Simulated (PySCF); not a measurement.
Computed IR spectrum (relative IR intensity) of a molecule C2H7AlOS. The structure is a stationary point at PBE-D3(BJ)/def2-SVP. Other conformers were not sampled. Level of theory: PySCF 2.14.0 with PBE-D3(BJ)/def2-SVP. Frequencies are harmonic and unscaled.

Lines under 2 % of the strongest are left out, and lines within 2 cm⁻¹ are merged.

```tsv
ν (cm⁻¹)	relative intensity
192	12
233	4.5
419	3.9
633	13
645	13
684	43
759	30
1139	17
1163	4.5
1201	100
1433	7.7
2906	36
2980	18
2993	13
```

Problem. Which structure fits?
(A) C[O][Al]([CH3])[SH]
(B) C[O][AlH][S]C
(C) C[S][Al]([CH3])[OH]

Solution. A, C[O][Al]([CH3])[SH]
